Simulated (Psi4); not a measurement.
Relaxed torsion scan: SMILES C[Si](C)(C)CC[SiH3]. Scanned: dihedral Si2–C5–C6–Si7; all other coordinates were relaxed at GFN2-xTB. Points at φ and −φ are mirror images.

Geometry of the scan point at 0° (Å):
```
23

C     -1.7866     0.0742     1.6759
Si    -1.1794     0.1916    -0.1288
C     -1.8903     1.8030    -0.8760
C     -1.8595    -1.2692    -1.1528
C      0.7247     0.3627    -0.3154
C      1.7217    -0.5981     0.3679
Si     1.1278    -2.0389     1.4577
H     -2.8097     0.4296     1.7582
H     -1.1777     0.6770     2.3424
H     -1.7641    -0.9466     2.0418
H     -1.5998     2.6731    -0.2950
H     -2.9753     1.7790    -0.9052
H     -1.5412     1.9587    -1.8922
H     -1.5174    -2.2256    -0.7724
H     -2.9454    -1.2810    -1.1373
H     -1.5495    -1.2001    -2.1913
H      0.9671     1.3796     0.0030
H      0.9245     0.3521    -1.3894
H      2.4068    -0.0078     0.9812
H      2.3510    -1.0417    -0.4081
H      0.1152    -2.8569     0.7898
H      2.3018    -2.8815     1.7192
H      0.6201    -1.5597     2.7442
```

Level of theory: PBE-D3(BJ)/def2-SVP // GFN2-xTB (Psi4 1.11).

Scanned values (°): -160, -140, -120, -100, -80, -60, -40, -20, 0, 20, 40, 60, 80, 100, 120, 140, 160, 180.

Task: Describe the profile: where are the wells and the tops?

Result: Lower than their neighbours: -60° (0.030 eV), 60° (0.030 eV), 180° (0.000 eV). Higher than their neighbours: -120° (0.089 eV), 0° (0.228 eV), 120° (0.089 eV). The whole profile spans 0.228 eV.
